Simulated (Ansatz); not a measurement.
C$_{2}$H$_{6}$ClFGe, SMILES `[CH3][Ge]([CH3])([F])[Cl]`, relaxed with RKS PBE0-D4/def2-TZVP in the Gaussian-basis code of Ansatz from a PBE-D4/def2-SVP geometry. The force threshold is 0.005 eV/Å; the program also tests the step.

The species carries charge 0 and has multiplicity 1.

Start:

```xyz
11

C    -1.276    0.551   -1.004
Ge    0.247    0.521    0.208
C     1.013   -1.204    0.681
F     1.528    1.478   -0.535
Cl   -0.287    1.582    2.036
H    -2.119   -0.014   -0.562
H    -1.592    1.598   -1.173
H    -0.994    0.093   -1.972
H     0.249   -1.827    1.186
H     1.868   -1.054    1.367
H     1.363   -1.722   -0.233
```

(1) How much energy does the relaxation release, and in how many steps? (Best estimate.)

(2) Which bonds change most? (Estimate.)

(3) Give the relaxed structure. (Best estimate.)

## Answers

(1) Ansatz gave: 4.58 kJ/mol, in 7 steps, 1 of them rejected.

(2) The calculation gave: Ge2–Cl5 from 2.180 to 2.153 Å; Ge2–F4 from 1.763 to 1.740 Å; C1–H6 from 1.107 to 1.091 Å; C3–H9 from 1.107 to 1.091 Å.

(3) Ansatz gave: 
```xyz
11

C    -1.270    0.553   -1.002
Ge    0.231    0.502    0.210
C     1.013   -1.199    0.679
F     1.494    1.457   -0.512
Cl   -0.295    1.550    2.016
H    -2.120    0.024   -0.568
H    -1.550    1.591   -1.182
H    -0.997    0.084   -1.948
H     0.281   -1.816    1.200
H     1.869   -1.031    1.332
H     1.345   -1.714   -0.224
```
